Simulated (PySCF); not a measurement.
PySCF 2.14 output of an unrestricted PBE0 calculation on a single atom or ion in aug-cc-pVTZ-DK (8s7p5d3f2g, 93 functions), with the spin-free X2C one-electron Hamiltonian (Gaussian nucleus):

```
SCF conv_tol = 1e-09
number electrons alpha = 16  beta = 10
    C. Adamo and V. Barone.,  J. Chem. Phys. 110, 6158 (1999)
    M. Ernzerhof and G. E. Scuseria.,  J. Chem. Phys. 110, 5029 (1999)
cycle= 1 E= -1272.24141564524  delta_E= -0.0475  |g|= 0.226  |ddm|= 1.31
cycle= 2 E= -1272.22423178433  delta_E= 0.0172  |g|= 0.286  |ddm|= 1.52
cycle= 3 E= -1272.18922887407  delta_E= 0.035  |g|= 0.257  |ddm|= 0.842
cycle= 4 E= -1272.21803760467  delta_E= -0.0288  |g|= 0.0711  |ddm|= 0.567
cycle= 5 E= -1272.20835362675  delta_E= 0.00968  |g|= 0.0761  |ddm|= 0.495
cycle= 6 E= -1272.20328553762  delta_E= 0.00507  |g|= 0.0857  |ddm|= 0.369
cycle= 7 E= -1272.20389652805  delta_E= -0.000611  |g|= 0.0253  |ddm|= 0.25
cycle= 8 E= -1272.20737632453  delta_E= -0.00348  |g|= 0.0297  |ddm|= 0.472
cycle= 9 E= -1272.20288546948  delta_E= 0.00449  |g|= 0.0125  |ddm|= 0.369
cycle= 10 E= -1272.2027293868  delta_E= 0.000156  |g|= 0.0121  |ddm|= 0.155
cycle= 11 E= -1272.20253415483  delta_E= 0.000195  |g|= 0.0026  |ddm|= 0.0927
cycle= 12 E= -1272.20250585199  delta_E= 2.83e-05  |g|= 0.00084  |ddm|= 0.0244
cycle= 13 E= -1272.20250523137  delta_E= 6.21e-07  |g|= 0.000171  |ddm|= 0.00404
cycle= 14 E= -1272.20250568448  delta_E= -4.53e-07  |g|= 0.000429  |ddm|= 0.00471
cycle= 15 E= -1272.20250513009  delta_E= 5.54e-07  |g|= 6.53e-05  |ddm|= 0.0036
cycle= 16 E= -1272.2025051255  delta_E= 4.59e-09  |g|= 2.99e-06  |ddm|= 0.000301
cycle= 17 E= -1272.20250512548  delta_E= 1.71e-11  |g|= 1.04e-06  |ddm|= 2.68e-05
converged SCF energy = -1272.20250512548  <S^2> = 12.007876  2S+1 = 7.00225
```

The run itself started from symmetry-adapted Hartree-Fock orbitals and held the occupation by maximum overlap, on a logarithmic radial grid, so the iterations belong to that start.

Q: Which element, charge and spin multiplicity is this?

A: Fe (iron, neutral), multiplicity 7; the state was [Ar] 3d5 4s2 4p1, high-spin 7P determinant (an excited configuration).
